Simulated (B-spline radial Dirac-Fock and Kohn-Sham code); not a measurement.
Ce: input and output of one calculation

ΔSCF core binding energies without Breit or QED terms, calculated with a radial atomic solver. Keys: rel is the Hamiltonian (dirac, or spin-free x2c and nr, where L3 and M5 stand for the whole 2p and 3d shells), method is hf or an exchange,correlation pair (spin-unpolarised, also for the hole states), nuc the nuclear model, radius_factor scales its radius, rmax is the box in bohr, h the logarithmic mesh step, order the B-spline order, points the quadrature points per cell, c_factor scales the speed of light, and damp, ndamp, maxit and tol steer the iteration. The run stops when the commutator error falls below 10·tol·max(1, Z/10), or the numerical noise floor, and the energy has settled to about 1e-8 Ha; the virial ratio is −V/T.

Input (task.json):

```json
{"items": [{"Z": 58, "q": 0, "cfg": [[1, 0, 2], [2, 0, 2], [2, 1, 6], [3, 0, 2], [3, 1, 6], [3, 2, 10], [4, 0, 2], [4, 1, 6], [4, 2, 10], [4, 3, 1], [5, 0, 2], [5, 1, 6], [5, 2, 1], [6, 0, 2]], "A": 140, "rrms": 4.8771, "do": "settings", "holes": ["K", "L3", "M5"],
  "settings": [{"rel": "dirac", "method": "hf", "nuc": "fermi", "radius_factor": 1.0, "rmax": 45.0, "h": 0.3, "order": 8, "points": 10, "c_factor": 1.0, "maxit": 60, "damp": 0.5, "ndamp": 3, "tol": 1e-08, "cfg": "1s2 2s2 2p6 3s2 3p6 3d10 4s2 4p6 4d10 4f1 5s2 5p6 5d1 6s3"}]}]}
```

Command: `python xray2_run.py task.json out`

The program stops without a result: overfilled shell.

Problem. One setting is unsound. Which, and why?

Solution. cfg puts more electrons in a shell than it can hold. With the default settings (Dirac Hartree-Fock): The ground state converged in 12 iterations, with total energy -8861.07477 Ha, virial ratio 1.93218 and highest orbital energy -4.97 eV. ΔSCF binding energies: K (1s) 40606.6 eV, L3 (2p3/2) 5745.1 eV, M5 (3d5/2) 894.5 eV.
